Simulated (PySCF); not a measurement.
Working out the ionisation energy of F⁺

F⁺ [He] 2s2 2p4 (3P) → F²⁺ [He] 2s2 2p3 (4S). Computed with PySCF 2.14 in aug-cc-pwCVDZ, with the non-relativistic Hamiltonian (point nucleus). Frozen: nothing. Energies in hartree (1 hartree = 27.21139 eV):

```
             part  F⁺ (lower)  F²⁺ (upper)
              UHF  -98.801953   -97.577141
MP2 opposite-spin   -0.108780    -0.081831
    MP2 same-spin   -0.032560    -0.024813
```

**Question.** What does Hartree-Fock give?

**Answer.** (-97.577141) − (-98.801953) = 1.224812 hartree = 33.329 eV.

**Question.** What do MP2 and SCS-MP2 (6/5 opposite-spin, 1/3 same-spin) give?

**Answer.** The opposite-spin parts differ by 0.733 eV and the same-spin parts by 0.211 eV. MP2: 33.329 + (0.733) + (0.211) = 34.273 eV. SCS-MP2: 33.329 + 1.2 × (0.733) + (0.211)/3 = 34.279 eV.

Measured between the centres of the two terms (NIST): 34.950 eV, so MP2 (valence and next inner shell) is off by -0.677 eV.

A double-zeta basis recovers only part of the correlation energy.

What remains against the reference includes basis incompleteness and correlation beyond second order.
